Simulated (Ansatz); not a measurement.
A CCSD(T) single point on C2H3ClFSi, SMILES `[CH]=C[SiH](F)Cl` radical.

```yaml
crystal:
  periodic: [false, false, false]
  atoms:
    - {symbol: C, position_ang: [-1.101760, -0.701317, -1.266484]}
    - {symbol: C, position_ang: [-0.005242, -0.822380, -0.570043]}
    - {symbol: Si, position_ang: [0.462688, 0.542021, 0.586642]}
    - {symbol: F, position_ang: [1.852344, 1.181748, 0.149429]}
    - {symbol: Cl, position_ang: [0.711032, -0.181824, 2.478852]}
    - {symbol: H, position_ang: [-1.894080, 0.027177, -1.379292]}
    - {symbol: H, position_ang: [0.625362, -1.708386, -0.655721]}
    - {symbol: H, position_ang: [-0.558244, 1.605762, 0.600817]}
basis:
  gaussian: {orbitals: def2-SVP}
magnetization: {spin_polarized: true, initial_magnetization: 1}
correlation: {method: ccsd_t}
scf: {omitted_lower_state_checks: [cluster_reference]}
```

```sh
$ ansatz run in.yaml --threads 4 --pin off --events-out ev --progress --plain
```

The program prints (abridged):

```
Functional definition: HF
  name "HF"
  cite "Fock, Z. Phys. 61, 126 (1930) doi:10.1007/BF01340294"
  parent pbe
  exchange = exact_x
  correlation = 0
these checks for a lower state are left out or cut short: cluster_reference
898 factors; integrals over basis functions are off by at most 1.2e-3 eV
mean field evaluation 1: about -25167.9247 eV, gradient 2.2e1 eV
mean field evaluation 2: about -25167.9302 eV, gradient 2.2e1 eV
mean field evaluation 4: about -25170.8062 eV, gradient 3.0e0 eV
mean field evaluation 8: about -25170.9948 eV, gradient 5.6e-1 eV
mean field evaluation 16: about -25171.0475 eV, gradient 2.0e-6 eV
mean field -25171.04751903 eV, -925.0189347754 hartree, gradient 2.0e-6 eV, S^2 0.929992; 0 other end points of the search recorded, 0 dependent functions left out
13 core orbitals not correlated: weight in the atoms' cores, before any rotation towards them, 1.000 or more for the frozen orbitals, at most 0.000 for the correlated occupied ones
reference -25171.04751903 eV, -925.0189347754 hartree; 15, 14 occupied and 65, 66 virtual orbitals, 898 factors
second order -17.12406155 eV of doubles, -0.00000000 eV of singles
cycle   1  -17.86476684 eV  change   -7.4e-1 eV  update   1.1e-1
cycle   2  -18.34506964 eV  change   -4.8e-1 eV  update   4.4e-2
cycle   3  -18.52739639 eV  change   -1.8e-1 eV  update   3.1e-2
cycle   4  -18.56095441 eV  change   -3.4e-2 eV  update   1.7e-2
cycle   5  -18.56302749 eV  change   -2.1e-3 eV  update   7.2e-3
cycle   6  -18.56653284 eV  change   -3.5e-3 eV  update   2.8e-3
cycle   7  -18.56827046 eV  change   -1.7e-3 eV  update   1.2e-3
cycle   8  -18.56851663 eV  change   -2.5e-4 eV  update   6.3e-4
cycle   9  -18.56857890 eV  change   -6.2e-5 eV  update   3.1e-4
cycle  10  -18.56862793 eV  change   -4.9e-5 eV  update   1.4e-4
cycle  11  -18.56868211 eV  change   -5.4e-5 eV  update   5.6e-5
cycle  12  -18.56873018 eV  change   -4.8e-5 eV  update   1.9e-5
cycle  13  -18.56874833 eV  change   -1.8e-5 eV  update   7.2e-6
perturbative correction -0.49027375 eV, -0.0180172279 hartree
Total energy: -25190.10654111 eV, -925.7193409182 hartree
Checks for a lower state left out: cluster_reference
```

Hardware: 4 threads of a server CPU on a shared host. Wall time 6.5 s, peak host memory 0.7 GiB.

The correlation energy is -19.059 eV, 2.6 % of it from (T); the T1 diagnostic reads 0.0272.
